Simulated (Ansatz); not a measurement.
Gas-phase electronic energies from Ansatz, PBE0-D4/def2-TZVP geometries. CCSD(T)/CBS is the MP2 limit (def2-TZVPP, def2-QZVPP) plus CCSD(T) − MP2 in def2-TZVPP, frozen cores. Functionals use def2-TZVPP. One conformer a species, not always the lowest.

Consider the ligand exchange at the Si–O bond: `N[SiH](Cl)O[SiH3]` + `OC(O)O` → `OC(O)O[SiH3]` + `N[SiH](O)Cl`.

| species | PBE0-D4 energy (Eh) |
| --- | --- |
| `N[SiH](Cl)O[SiH3]` | -1172.50678 |
| `OC(O)O` | -266.02654 |
| `OC(O)O[SiH3]` | -556.63693 |
| `N[SiH](O)Cl` | -881.88972 |

(1) Work out ΔE.

Largest T1 diagnostic among the species: 0.012.

Results:

(1) ΔE = (-556.63693) + (-881.88972) − (-1172.50678) − (-266.02654) = 0.00667 Eh = +4.2 kcal/mol. CCSD(T)/CBS gives +4.2 kcal/mol.

In def2-TZVPP, CCSD(T) changes the Hartree–Fock value by −1.6 kcal/mol (the triples alone add −0.3 kcal/mol) and MP2 by −1.8 kcal/mol.
